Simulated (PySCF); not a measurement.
Molecule: `C=C[Si]1(P)CC1`, C4H9PSi.

Cartesian coordinates in Å; atom numbers follow the order of the lines, from 1:
```xyz
15

C     2.3687   -0.4412    0.8280
C     1.7666    0.2594   -0.1195
Si   -0.0938    0.3698   -0.3518
P    -0.6418    1.8869   -1.9078
C    -1.2392    0.0000    1.1121
C    -1.1741   -1.1315    0.0749
H     1.8094   -1.0104    1.5512
H     3.4425   -0.4765    0.9266
H     2.3676    0.8198   -0.8251
H    -1.9921    1.8719   -1.6112
H    -0.8048    0.9658   -2.9284
H    -2.1944    0.4972    1.2087
H    -0.8159   -0.2291    2.0792
H    -2.0886   -1.3242   -0.4691
H    -0.7146   -2.0499    0.4103
```

Frames of a GFN2-xTB Langevin trajectory at 600 K; GIAO PBE0/pcSseg-1 shieldings in PySCF, gas phase, non-relativistic; equivalent atoms averaged within each frame.

References, each an isolated molecule treated in the same way: TMS for ¹³C (186.93 ppm), ²⁹Si (349.16 ppm), ¹H (31.72 ppm); ³¹P (318.38 ppm) against H3PO4. The references are static minima.

**Question.** How do the shifts (ppm) fluctuate along the trajectory?

**Answer.** 
```csv
time (fs),C2,C1,C5/C6,Si3,P4,H9,H8,H7,H13/H15,H12/H14
250,140.1,139.4,9.1,-109.5,-284.7,7.25,5.97,5.67,1.80,1.33
425,153.5,140.3,20.1,-123.4,-322.3,7.35,6.39,7.12,0.36,2.24
625,152.1,141.2,9.8,-86.1,-301.0,7.00,5.85,5.63,2.42,1.46
800,138.2,135.7,-0.3,-79.3,-266.9,6.35,6.40,6.45,0.56,-0.44
1000,137.8,139.7,7.4,-123.8,-316.7,5.88,5.81,6.39,1.74,0.60
mean of frames,144.3,139.3,9.2,-104.4,-298.3,6.76,6.08,6.25,1.38,1.04
standard deviation,7.8,2.1,7.3,20.8,22.9,0.63,0.29,0.62,0.88,1.01
```

5 frames give an uncertainty of the mean of about the standard deviation over 2.2 at best, since frames this close in time may not be independent; classical motion lacks zero-point vibration, and the reference would need the same averaging.
